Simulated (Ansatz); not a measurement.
Cost and result for the atomization energy of BFH6OSi2 (`B[Si](O)(F)[SiH3]`) (11 atoms, 10 bonds).

Z-matrix (Å, degrees):
```
Si
O 1 1.644
F 1 1.610 2 108.4
B 1 2.003 2 109.3 3 122.7
Si 1 2.365 2 111.1 3 -115.3
H 2 0.959 1 118.0 3 60.3
H 4 1.195 1 121.4 2 -146.2
H 4 1.195 1 120.2 2 40.4
H 5 1.488 1 110.4 2 -67.2
H 5 1.487 1 111.4 2 172.0
H 5 1.491 1 109.1 2 51.8
```

Charge 0, multiplicity 1. The geometry is a stationary point of PBE0-D4/def2-TZVP. It is one conformer, not always the lowest. Program: Ansatz. All runs use 4 threads of an Arm Neoverse V1 on a shared host. Times are those of one run each, without the atoms' runs, and a repeat can differ threefold. Electronic energies, without spin–orbit coupling; frozen cores. CCSD(T)/CBS adds CCSD(T) − MP2 in def2-TZVPP to the MP2 limit, and its time is that of the two runs behind it. T1 = 0.013. B3LYP takes the VWN-RPA correlation (the form of Gaussian; ORCA's B3LYP/G).

CCSD(T)/CBS is a level of theory with its own doubt, some kJ/mol a heavy atom from the limit and from the frozen cores, so smaller differences don't rank the functionals.

| level | functions | wall time | atomization (kcal/mol) | difference from CCSD(T)/CBS | per bond |
| --- | --- | --- | --- | --- | --- |
| PBE-D4/def2-TZVPP (with forces) | 261 | 2.8 s | 898.4 | 0.5 | 0.1 |
| PBE0-D4/def2-TZVPP | 261 | 3.2 s | 887.0 | -10.9 | -1.1 |
| r2SCAN-D4/def2-TZVPP (with forces) | 261 | 5.5 s | 898.8 | 0.9 | 0.1 |
| B3LYP-D4/def2-TZVPP (with forces) | 261 | 5.5 s | 895.0 | -2.9 | -0.3 |
| B2PLYP/def2-TZVPP | 261 | 6 s | 885.5 | -12.4 | -1.2 |
| ωB97X-V/def2-TZVPP | 261 | 9 s | 902.0 | 4.1 | 0.4 |
| ωB97M-V/def2-TZVPP (with forces) | 261 | 13 s | 897.3 | -0.6 | -0.1 |
| MP2/def2-QZVPP | 491 | 22 s | 899.8 | 1.9 | 0.2 |
| CCSD(T)/def2-TZVPP | 261 | 2.9 min | 873.0 | -24.9 | -2.5 |
| CCSD(T)/CBS(def2) | – | 3.2 min | 897.9 | 0.0 | 0.0 |

In def2-TZVPP, CCSD(T) changes the Hartree–Fock value by +197.6 kcal/mol (the triples alone add +10.2 kcal/mol) and MP2 by +209.4 kcal/mol; breaking electron pairs costs correlation energy, which Hartree–Fock lacks. From PBE to PBE0 (25 % exact exchange), in def2-TZVPP and without D4, the atomization energy moves by −10.6 kcal/mol: exact exchange takes away binding that semilocal exchange gives to molecules. The D4 term adds +9.0 kcal/mol with B3LYP and +4.7 kcal/mol with PBE0; it sums over pairs of atoms, weighted by their polarisabilities, and B3LYP, whose exchange is more repulsive, gets the larger term.
